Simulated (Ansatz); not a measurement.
Basis-set extrapolation for CH4AlFO (`[OH][AlH][CH2]F`) (PBE0-D4/def2-TZVP geometry, frozen core, the Gaussian-basis code of Ansatz). Multiplicity 1, RHF reference.

```
                      def2-TZVPP   def2-QZVPP
                 HF  -456.557315  -456.574767
    MP2 correlation    -0.741331    -0.803345
CCSD(T) correlation    -0.790200      not run
```

Energies in hartree. Use E(X) = E(∞) + A·exp(−7.88·√X) for Hartree–Fock and E(X) = E(∞) + B·X^(−2.97) for correlation, with X = 3 and 4, and add CCSD(T) minus MP2 of the smaller set to the MP2 limit.

**Question.** What is the CCSD(T) energy at the basis-set limit?

**Answer.** HF limit: -456.574767 + (-0.017452) × 0.13774 = -456.57717. MP2 limit: -0.803345 + (-0.062014) × 0.74074 = -0.84928. Higher-order term: -0.790200 − (-0.741331) = -0.04887. Total: -457.47532 hartree, 80.2 kcal/mol below CCSD(T)/def2-TZVPP.
